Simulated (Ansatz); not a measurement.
Reaction: Br2 (molecular bromine, SMILES BrBr) → 2 Br (doublet) (the Br-Br bond breaks)
Each species at its own B3LYP-D3(BJ)/def2-TZVP minimum (Ansatz, a first-principles code).

Total energies in hartree (Ansatz). Radicals and triplets start from unrestricted determinants; spin-orbit coupling is neglected. Cores are frozen in correlated methods (noble-gas shells, and filled d and f shells in the p block). No relativity. Spin-orbit terms, left out, reach several kcal/mol for Br and I, and more for heavier atoms.

| species | HF/cc-pVTZ | CCSD(T)/cc-pVTZ | HF/cc-pVQZ | CCSD(T)/cc-pVQZ | CCSDT(Q)/cc-pVQZ |
|---|---|---|---|---|---|
| 1: Br2 (SMILES BrBr) | -5144.91462 | -5145.27918 | -5144.92097 | -5145.32311 | -5145.32494 |
| 2: Br (doublet) | -2572.44509 | -2572.60263 | -2572.44802 | -2572.62195 | -2572.62273 |

Question: Work out the bond dissociation energy (electronic) in kJ/mol: take Hartree-Fock from cc-pVQZ, extrapolate the CCSD(T) correlation energy as X^-3 (X = 3, 4), and add CCSDT(Q) - CCSD(T) in cc-pVQZ. 1 hartree = 2625.5 kJ/mol.

Answer: 
Species 1: correlation (64·(-0.40214) - 27·(-0.36456))/37 = -0.42956; step -0.00183; E1 = -5144.92097 + (-0.42956) + (-0.00183) = -5145.35236
Species 2: correlation (64·(-0.17393) - 27·(-0.15754))/37 = -0.18589; step -0.00078; E2 = -2572.44802 + (-0.18589) + (-0.00078) = -2572.63469
-1·E1 +2·E2 = 0.08298 hartree = 217.9 kJ/mol.
